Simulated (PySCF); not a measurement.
**O²⁺ (oxygen, charge +2) across methods**

[He] 2s2 2p1 3s1, high-spin 3P determinant (an excited configuration). All numbers are calculated (PySCF 2.14, scalar relativity by spin-free X2C-1e, in x2c-TZVPPall with one added diffuse shell each of s, p, d type (6s4p3d1f, 40 functions)).

| method | E (hartree) | mean ε 2s β (eV) | mean ε 2p α (eV) | mean ε 3s α (eV) | Σ⟨r²⟩ (bohr²) | ⟨S²⟩ |
| --- | --- | --- | --- | --- | --- | --- |
| TPSSh | -72.1171 | -68.308 | -57.941 | -19.123 | 12.84 | 2.001 |
| M06 | -72.0641 | -69.574 | -58.779 | -19.451 | 12.81 | 2.001 |
| r2SCAN | -72.0596 | -67.606 | -57.311 | -18.878 | 12.94 | 2.002 |
| BLYP | -72.1115 | -67.064 | -56.181 | -18.664 | 12.74 | 2.001 |
| UHF | -71.93561 | -75.010 | -67.588 | -21.398 | 13.20 | 2.003 |
| PBE | -72.0316 | -67.081 | -56.065 | -18.845 | 12.81 | 2.001 |
| LDA | -71.5302 | -66.851 | -55.740 | -18.808 | 12.84 | 2.000 |
| MN15 | -72.0624 | -70.525 | -59.410 | -19.969 | 12.84 | 2.000 |
| PBE0 | -72.0410 | -69.408 | -59.061 | -19.597 | 12.87 | 2.001 |

The outer electron is Rydberg-like, and this basis confines it to a smaller radius and binds it less than a complete one would.
